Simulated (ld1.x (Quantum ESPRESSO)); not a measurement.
## Before and after: TM potential for Au (Z = 79)

```json
{"Element": "gold", "Generator": "ld1.x (Quantum ESPRESSO) 7.5", "Type": "norm-conserving Troullier–Martins (Kleinman–Bylander form)", "Functional": "PBE", "Relativity": "scalar-relativistic", "Frozen core": "[Xe] 4f14", "Valence charge": "11", "Reference configuration": "5d10 6s1 6p0", "Partial waves": "6s (bound): rc 2.05 bohr; 6p (bound, empty): rc 2.65 bohr; 5d (bound): rc 2.35 bohr", "Local potential": "the d channel", "Core correction": "a·sin(br)/r model core, default radius (core density twice the valence density)"}
```

Change: all radii but the core radius scaled by about 1.06 (s 2.18, p 2.82, d 2.50 bohr).

Cutoffs: the cutoffs (Ry, on a coarse ladder) from which the occupation-weighted sum of valence levels, in a spherical-Bessel basis at the reference potential, stays within 10 and 1 mRy of its value at 400 Ry; they do not see the model core or the augmentation charge, which bear on the density cutoff. Errors are all-electron minus pseudo energies relative to the spin-unpolarised reference configuration.

Problem. How do hardness, ghosts and transferability respond?

Solution. The potential gets neither clearly harder nor softer (40 Ry and 55 Ry → 35 Ry and 55 Ry); the bound ghosts move from p, s to s; of the 6 tests that both files solve, the error grows in 1 and shrinks in 0 by more than 15 % and 0.3 meV (median size 44.6 → 49.3 meV).

```tsv
quantity	base	changed
cutoff, loose	40 Ry	35 Ry
cutoff, tight	55 Ry	55 Ry
loose cutoff by channel (10 mRy a level)	s 12 Ry, d 35 Ry	s 10 Ry, d 30 Ry
bound ghosts	s, p	s
tests counted (converged, no solver errors)	6 of 7	6 of 7
error for 5d10 6s0 6p0, meV [ΔE 9.41 eV]	-15	-16
error for 5d9 6s0 6p0, meV [ΔE 30.62 eV]	-48	-58
error for 5d8 6s0 6p0, meV [ΔE 64.49 eV]	-205	-223
error for 5d9 6s2 6p0, meV [ΔE 1.69 eV]	-41	-41
error for 5d9 6s1 6p0, meV [ΔE 12.12 eV]	-29	-32
error for 5d7 6s0 6p0, meV [ΔE 112.21 eV]	-559	-565
```

Base: Tests not counted: 5d9 6s1 6p1 (solver errors, printed error -2.6 eV). Changed file: Tests not counted: 5d9 6s1 6p1 (solver errors, printed error -2.6 eV). These tests converged, but a pseudo level misses the all-electron one widely, so the file describes the atom poorly there or has found another state: 5d7 6s0 6p0: empty 6s by 5.9 eV. A true bound ghost makes a file unfit for plane-wave use even where its test errors are small: the radial tests pick states by their node count and pass the ghost by. Where a test does run into it, the solver fails or the error is huge.
